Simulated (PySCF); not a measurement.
## Sr₃O⁺, doublet: data card

Computed with UPBE/[O def2-SVP, Sr def2-SVP with ECP28], scalar-relativistic core potentials, density fitting, no spin–orbit coupling, PySCF.

The structure is a minimum.

```
Point group                                                                   : C2v
Bond lengths                                                                  : O–Sr 2.255 Å (×2), O–Sr 2.276 Å, Sr–Sr 3.690 Å (×2)
Bond angles                                                                   : O–Sr–Sr 35.3° (×2), O–Sr–Sr 35.7° (×2), Sr–O–Sr 109.0° (×2), Sr–O–Sr 141.9°, Sr–Sr–Sr 70.6°
Enthalpy at 298.15 K above 0 K                                                : 19.02 kJ/mol
Heat capacity Cp at 298.15 K                                                  : 77.2 J/(mol K)
Rotational constants                                                          : 0.03166, 0.0211, 0.01266 cm⁻¹
Principal polarisabilities                                                    : 280.7, 442.4, 531.5 bohr³
Spin squared ⟨S²⟩                                                             : 0.778
Entropy at 298.15 K and 1 bar (electronic part: spin only)                    : 378.4 J/(mol K)
Principal quadrupole moments (Buckingham, traceless) about the centre of mass : -24.18, 11.03, 13.15 D Å
Dipole moment about the centre of mass                                        : 1.05 D
Rotational symmetry number                                                    : 2
Zero-point energy                                                             : 7.8 kJ/mol
Highest occupied level (α)                                                    : -6.10 eV
Lowest empty level (β)                                                        : -5.62 eV
```

Harmonic modes (masses in u: O 15.995, Sr 87.906):
| symmetry | ω (cm⁻¹) | IR (km/mol) |
| --- | --- | --- |
| b2 | 56 | 0.3 |
| a1 | 75 | 2.2 |
| b1 | 99 | 0.2 |
| a1 | 191 | 0.6 |
| a1 | 391 | 11.9 |
| b2 | 491 | 11.4 |

In C2v the vibrations span 2b2 + 3a1 + b1. Here b1 is antisymmetric to the molecular plane and b2 lies in it.

Charges (e):
| atom | Mulliken | Löwdin | polar tensor | spin (Mulliken) | Mayer order to O1 |
| --- | --- | --- | --- | --- | --- |
| O1 | -0.66 | -0.43 | 0.36 | 0.01 | – |
| Sr2 | 0.61 | 0.43 | 0.32 | 0.11 | 0.62 |
| Sr3,4 | 0.52 | 0.50 | 0.16 | 0.44 | 0.76 |
Other Mayer orders above 0.3: Sr–Sr 0.49, Sr–Sr 0.61 (×2).

Mulliken populations on O1: s 3.86, p 4.80, d 0.00.

Only a few start shapes were tried, so a lower isomer may exist.

The final relaxation and frequency run took 64 s on 2 threads of a shared Arm Neoverse V1 host, with 83 basis functions and 15 gradients; the process peaked at 0.88 GiB. Launch command: `OMP_NUM_THREADS=2 python axn.py task.json out`.
